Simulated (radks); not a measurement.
Q: The promethium ion Pm30+, 31 electrons, occupied as [Ar] 3d10 4s2 4p1 (the NIST ground configuration). Method: Dirac Kohn-Sham, LB94 model potential, spin-unpolarised, spherical densities, finite nucleus; open shells fill j = l - 1/2 first; Fermi nuclear charge, rms radius 4.962 fm; computed with a radial shooting solver on a logarithmic mesh with Libxc functionals.

Spin-orbit splittings of the eigenvalues, e(l+1/2) - e(l-1/2), with zeta = 2 splitting/(2l+1) and mean radii in bohr:

shell  occ.  splitting (eV)  zeta (eV)  <r> j=l-1/2  <r> j=l+1/2
2p        6           567.7      378.4      0.08207      0.08856
3p        6               ?          ?       0.2457       0.2576
3d       10           26.00      10.40       0.2280       0.2317
4p        1           36.52      24.35       0.5238       0.5414
4d        0           7.955      3.182       0.5338       0.5388

Estimate the 3p splitting.

A: 117.2 eV (zeta = 78.16 eV).
